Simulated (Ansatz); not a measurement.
Consider the ligand exchange at a B–C bond: `B/C=C(\F)C=C` + H–F → `BF` + `C=CC(=C)F`.

Isolated molecules relaxed with PBE0-D4/def2-TZVP in Ansatz; ΔE leaves out vibrations. CCSD(T)/CBS adds triple-zeta CCSD(T) − MP2 to the extrapolated MP2 energy (def2 sets, frozen cores). This one scheme is used for every species. DFT in def2-TZVPP. B3LYP here is the variant with VWN-RPA as its local correlation; programs differ in this. One conformer a species, not always the lowest.

`B/C=C(\F)C=C`:

Z-matrix (Å, degrees):
```
B
C 1 1.523
H 1 1.194 2 120.8
H 1 1.196 2 119.8 3 180.0
C 2 1.348 1 124.7 3 -0.0
H 2 1.086 1 121.5 3 180.0
C 5 1.448 2 125.9 1 -180.0
F 5 1.331 2 120.4 1 -0.0
C 7 1.331 5 123.8 2 180.0
H 7 1.084 5 115.2 2 -0.0
H 9 1.083 7 121.0 5 -180.0
H 9 1.083 7 121.3 5 -0.0
```

H–F:

```xyz
2

F     0.236   -0.140    0.369
H    -0.236    0.140   -0.369
```

`BF`:

Z-matrix (Å, degrees):
```
B
F 1 1.317
H 1 1.197 2 117.8
H 1 1.198 2 117.8 3 -180.0
```

`C=CC(=C)F`:

```xyz
10

C     1.428    0.878    0.743
C     0.363    0.652   -0.021
C    -0.386   -0.588   -0.029
C    -1.452   -0.857   -0.773
F     0.081   -1.523    0.814
H     1.949    1.826    0.707
H     1.804    0.122    1.423
H    -0.006    1.414   -0.698
H    -1.950   -1.815   -0.713
H    -1.832   -0.108   -1.453
```

| level | ΔE (kcal/mol) | difference from CCSD(T)/CBS |
| --- | --- | --- |
| PBE0-D4 | -23.8 | 1.2 |
| B3LYP-D4 | -25.8 | -0.8 |
| ωB97M-V | -26.2 | -1.2 |
| B2PLYP | -26.6 | -1.6 |
| PBE | -24.3 | 0.7 |
| r2SCAN | -25.1 | -0.1 |
| PBE0 | -24.5 | 0.5 |
| B3LYP | -27.2 | -2.2 |
| HF/def2-TZVPP | -30.0 | -5.0 |
| MP2/def2-TZVPP | -24.6 | 0.4 |
| CCSD/def2-TZVPP | -26.6 | -1.6 |
| HF/def2-QZVPP | -30.0 | -5.0 |
| MP2/def2-QZVPP | -24.1 | 0.9 |
| SCS-MP2/def2-QZVPP | -25.8 | -0.8 |
| MP2/CBS(def2) | -23.7 | 1.3 |
| CCSD/CBS(def2) | -25.7 | -0.7 |
| CCSD(T)/CBS | -25.0 | 0 |

Largest T1 diagnostic among the species: 0.013.

In def2-TZVPP, CCSD(T) changes the Hartree–Fock value by +4.1 kcal/mol (the triples alone add +0.7 kcal/mol) and MP2 by +5.3 kcal/mol. The D4 term adds +1.4 kcal/mol with B3LYP and +0.8 kcal/mol with PBE0; it sums over pairs of atoms, weighted by their polarisabilities, and B3LYP, whose exchange is more repulsive, gets the larger term.
